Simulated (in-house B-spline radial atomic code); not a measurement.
A calculation on Fe3+: its settings, and results tabulated from the run. Level of theory: scalar-relativistic (X2C) OLYP, spin-polarised, spherical fractional occupations, Fermi nucleus of rms radius 3.7377 fm; calculated with an all-electron radial atomic-structure program (B-spline basis).

Command:
```bash
python run_scf.py task.json out
```
Settings (nuclear radius in fm, mass in u):
```
Z                26
configuration    [Ar] 3d5
hamiltonian      x2c
method           optx,lyp
spin_polarised   True
nucleus          fermi
rms_radius       3.7377
atomic_mass      55.93494
speed_of_light   137.035999084
```

Output (hartree, bohr):
```
 radial grid: 68 intervals, B-splines of order 8, outer radius 18.6486 bohr

 iter        energy (Eh)    residual
    1       -1257.030182    6.30e-01
    2       -1264.294792    5.83e-01
    3       -1270.534071    1.20e-01
    4       -1270.889506    2.62e-02
    5       -1270.894393    1.08e-02
    6       -1270.896291    5.34e-03
    7       -1270.897037    1.40e-04
    8       -1270.897037    1.44e-05
    9       -1270.897037    2.72e-06
   10       -1270.897037    4.55e-08

 total energy                     -1270.89704
 kinetic                            1288.4874
 electron-nucleus                  -3010.5755
 Hartree                             506.8338
 exchange-correlation                -55.6428

 orbital      occ     eigenvalue          <r>       <r^2>       <1/r>       r_max
 1s up      1.000      -258.3136    0.0581523  0.00456091     26.3246     0.03792
 1s down    1.000      -258.3140    0.0581518  0.00456081     26.3248     0.03792
 2s up      1.000       -31.5596     0.266905   0.0841938     5.60833      0.2225
 2s down    1.000       -31.4535     0.266082   0.0836479      5.6264      0.2222
 2p up      3.000       -27.0954     0.235684   0.0682934     5.45324      0.1799
 2p down    3.000       -27.0169     0.234826   0.0677485     5.46821      0.1796
 3s up      1.000        -4.9085     0.802284    0.741241     1.77346      0.6986
 3s down    1.000        -4.6745     0.807088    0.750784     1.75753      0.7008
 3p up      3.000        -3.6496     0.841199    0.830068     1.63326      0.7096
 3p down    3.000        -3.4176     0.850772    0.851476     1.61267      0.7132
 3d up      5.000        -1.6690     0.968648     1.17527     1.33119      0.6904
```

Time taken, with all properties: 0.26 s on 1 thread of Arm Neoverse V1 (shared host).

One-electron X2C: radii and densities carry no picture-change correction, so inner-shell <1/r> comes out high (for 1s by about 2 % at Z = 33, 5 % at 54, 10 % at 75, 30 % at 118) and <r> low.
